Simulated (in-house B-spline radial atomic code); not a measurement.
Results of a calculation; reference values are marked as such.
## Two electrons in Si: a parabolic dot with ħω = 94.1 meV in all three directions with a doubly ionised double donor at its centre

For Si the NSM archive of the Ioffe Institute lists m_l = 0.98 m0, m_t = 0.19 m0 and ε = 11.7; the model takes one isotropic valley with the conductivity mass 3/(1/m_l + 2/m_t) = 0.26 m0, and so misses anisotropy and the other valleys. All triplets below are those of one valley; with several valleys two electrons can form a triplet in the 1s orbital itself, at an energy set by the valley splitting. Real donors also feel a central-cell potential, which shifts the ground state; some double donors stay shallow and helium-like, others are deep centres that this model can't describe.

Effective-mass model with parabolic bands, a uniform dielectric constant, no image charges, no central-cell or spin-orbit terms. Two-electron levels come from full CI in B-splines with partial waves to l = 5 (up to 0.001 effective hartree above the limit).

Task: What are the effective units, and what is the potential in them?

Result: Ha* = 27211.386 meV × 0.26/11.7² = 51.68 meV and a* = 0.0529177 nm × 11.7/0.26 = 2.381 nm. The frequency is ω = 1.82 Ha*, with −2/r added.

In these units the lowest s and p orbitals lie at -1.1616 and 2.3589, and their Coulomb and exchange integrals are J_ss = 1.6231, J_sp = 1.0929 and K_sp = 0.1661. Full CI gives -0.8044 for the ground singlet, 2.1005 for the sp triplet, 2.3802 for the sp singlet and 3.2794 for the lowest triplet of two s orbitals.

Task: What does it cost to add the second electron, to first order and exactly?

Result: To first order E = 2ε_s + J_ss = -0.7002, so the charging energy E(2) − 2E(1) is J_ss = 83.89 meV. CI gives -0.8044 − 2 × (-1.1616) = 1.5189, or 78.5 meV: relaxation and correlation lower it by 5.388 meV, 6.4 % of J_ss. The s² configuration of one-electron orbitals holds 98.5 % of the state, and the mean radius is 1.45 nm.

Task: How far above the singlet do the triplets lie?

Result: To first order the sp triplet lies at ε_s + ε_p + J_sp − K_sp = 2.1240, which is 146 meV above 2ε_s + J_ss. CI gives 2.1005 − (-0.8044) = 2.9049, or 150.1 meV, 83 % of the orbital spacing of 182 meV. The ss triplet lies 211.1 meV up, so the lower of the two is the sp one, and its gap equals k_BT at 1740 K. The sp singlet-triplet splitting is 14.46 meV, against 2K_sp = 17.17 meV.
